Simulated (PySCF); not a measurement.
## C₆ coefficients of unlike pairs at r2SCANh

Calculated with PySCF 2.14 from the dipole response of each species, C₆(A,B) = (3/π) ∫ α_A(iu) α_B(iu) du, in atomic units, from isotropic polarisabilities. For ions this is the dispersion term alone; charge-induced terms of lower order in 1/R come first.

| species | configuration | basis | relativity | α (bohr³) | C₆ (like pair) |
| --- | --- | --- | --- | --- | --- |
| Zr⁺ | [Kr] 4d2 5s1 (4F) | aug-cc-pVTZ-PP with ECP28MDF (6s6p5d3f2g) | core potential | 61.29 | 540.9 |
| Zn³⁺ | [Ar] 3d9 (2D) | aug-cc-pwCVTZ-DK (10s9p7d4f3g) | spin-free X2C | 1.483 | 3.414 |
| Nb³⁺ | [Kr] 4d2 (3F) | aug-cc-pVTZ-PP with one added diffuse shell each of s, p, d, f, g type with ECP28MDF (7s7p6d4f3g) | core potential | 5.954 | 26.05 |
| Co²⁺ | [Ar] 3d7 (4F) | aug-cc-pVTZ-DK (8s7p5d3f2g) | spin-free X2C | 3.497 | 10.16 |

Task: Estimate C₆ for Co²⁺ with Zn³⁺.

Result: The integral gives 5.729. The combination rule 2 C_A C_B / (C_A α_B/α_A + C_B α_A/α_B) gives 5.611 and the geometric mean 5.889.

No spin-orbit coupling is included.

The other pairs:

```tsv
pair	C₆
Zn³⁺, Zr⁺	27.96
Nb³⁺, Zn³⁺	8.870
Co²⁺, Zr⁺	57.60
Co²⁺, Nb³⁺	16.15
Nb³⁺, Zr⁺	95.98
```
